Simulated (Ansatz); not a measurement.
`Cl[CH]([GeH3])Br` + `[OH][GeH3]` → `[OH][GeH2][GeH3]` + `ClCBr` at 500 K and 1 bar (formal exchange of groups at a Ge–C bond).

Isolated molecules relaxed with PBE0-D4/def2-TZVP in Ansatz; ΔE leaves out vibrations. CBS: MP2 limit from def2 TZ/QZ plus the TZ coupled-cluster correction, frozen cores. For Br, Ge outer-core shells are correlated without core-valence functions, which leaves a few kJ/mol of doubt a bond. Scalar relativity is left out up to krypton. Each species was taken in one conformer, which may not be the lowest.

```tsv
species	CCSD(T)/CBS energy (Eh)	H − E (kJ/mol)	S (J/(mol·K))
`Cl[CH]([GeH3])Br`	-5149.64977	151.0	408.5
`[OH][GeH3]`	-2153.69723	124.0	309.0
`[OH][GeH2][GeH3]`	-4231.02019	182.7	410.6
`ClCBr`	-3072.34323	100.3	318.2
```

H − E and S are ideal-gas, rigid-rotor, harmonic terms from PBE0-D4/def2-TZVP, for one conformer and one mirror image of each species. 1 Eh = 2625.50 kJ/mol, R = 8.31446 J/(mol·K).

By hand: ΔE, ΔH, ΔS and ΔG.

ΔE = (-4231.02019) + (-3072.34323) − (-5149.64977) − (-2153.69723) = -0.01642 Eh = -43.1 kJ/mol. Δ(H − E) = 182.7 + 100.3 − 151.0 − 124.0 = 8.0, so ΔH = -35.1 kJ/mol. ΔS = 410.6 + 318.2 − 408.5 − 309.0 = 11.3 J/(mol·K). ΔG = -35.1 − 500 × (11.3)/1000 = -40.8 kJ/mol.

By hand: the equilibrium constant, and the temperature at which ΔG would vanish if ΔH and ΔS stayed fixed.

log₁₀ K = −ΔG/(RT ln 10) = 4.3. ΔH and −TΔS have one sign here, so there is no such temperature.

The number of gas molecules stays the same, so ΔS is small and ΔH decides. A doubt of 5 kJ/mol in ΔE shifts log₁₀ K by 0.5 here. Other conformers and mirror images would add mixing entropy, several J/(mol·K) or more a flexible species. These are equilibria of isolated gas molecules and say nothing of rates. Largest T1 diagnostic: 0.012 (customary marks: 0.02 for closed shells, 0.045 for open ones).

ΔS is within the doubt of such terms, so its sign, and with it that verdict, could turn.
